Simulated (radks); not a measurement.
Results of a calculation; reference values are marked as such.
Sc+, configuration [Ar] 3d0.5 4s1 4d0.5 (fractional occupations, a model configuration). Code: a radial shooting solver on a logarithmic mesh with Libxc functionals. Model: non-relativistic Kohn-Sham, PBEsol, spin-polarised, spherical densities, point nucleus; open shells are filled with parallel spins first.

Radial electron density D(r) = 4 pi r^2 rho(r):

| r (bohr) | D(r) (e/bohr) | spin D(r) |
|---|---|---|
| 0.01159 | 6.412 | 0.00358 |
| 0.01339 | 7.933 | 0.00440 |
| 0.01546 | 9.702 | 0.00534 |
| 0.01786 | 11.71 | 0.00637 |
| 0.02063 | 13.92 | 0.00745 |
| 0.02363 | 16.12 | 0.00846 |
| 0.02729 | 18.48 | 0.00939 |
| 0.03152 | 20.70 | 0.0101 |
| 0.0364 | 22.61 | 0.0103 |
| 0.04204 | 23.99 | 0.00990 |
| 0.04855 | 24.67 | 0.00873 |
| 0.05607 | 24.53 | 0.00673 |
| 0.06475 | 23.61 | 0.00402 |
| 0.07478 | 22.08 | 0.000999 |
| 0.08636 | 20.35 | -0.00163 |
| 0.09974 | 18.90 | -0.00287 |
| 0.1143 | 18.28 | -0.00177 |
| 0.132 | 18.75 | 0.00266 |
| 0.1524 | 20.39 | 0.0107 |
| 0.176 | 22.76 | 0.0214 |
| 0.2033 | 25.04 | 0.0331 |
| 0.2348 | 26.22 | 0.0432 |
| 0.2711 | 25.51 | 0.0508 |
| 0.3131 | 22.68 | 0.0576 |
| 0.3616 | 18.26 | 0.0694 |
| 0.4176 | 13.41 | 0.0951 |
| 0.4784 | 9.618 | 0.139 |
| 0.5525 | 7.330 | 0.206 |
| 0.6381 | 6.939 | 0.285 |
| 0.737 | 7.753 | 0.353 |
| 0.8511 | 8.671 | 0.386 |
| 0.9829 | 8.791 | 0.375 |
| 1.135 | 7.812 | 0.333 |
| 1.311 | 6.043 | 0.292 |
| 1.514 | 4.089 | 0.284 |
| 1.749 | 2.473 | 0.321 |
| 2.019 | 1.421 | 0.388 |
| 2.314 | 0.8907 | 0.450 |
| 2.672 | 0.6325 | 0.483 |
| 3.086 | 0.5027 | 0.461 |
| 3.564 | 0.3976 | 0.389 |
| 4.116 | 0.2950 | 0.294 |
| 4.753 | 0.2083 | 0.208 |
| 5.489 | 0.1462 | 0.146 |
| 6.339 | 0.1028 | 0.103 |
| 7.321 | 0.06853 | 0.0685 |
| 8.455 | 0.04037 | 0.0404 |
| 9.687 | 0.02097 | 0.0210 |
| 11.19 | 0.008550 | 0.00855 |
| 12.92 | 0.002682 | 0.00268 |
| 14.92 | 0.0006129 | 0.000613 |

D(r) has 3 maxima, at r = 0.0509, 0.240, 0.929 bohr, and minima at 0.116, 0.613 bohr, inside which lie 2.14, 10.38 electrons.
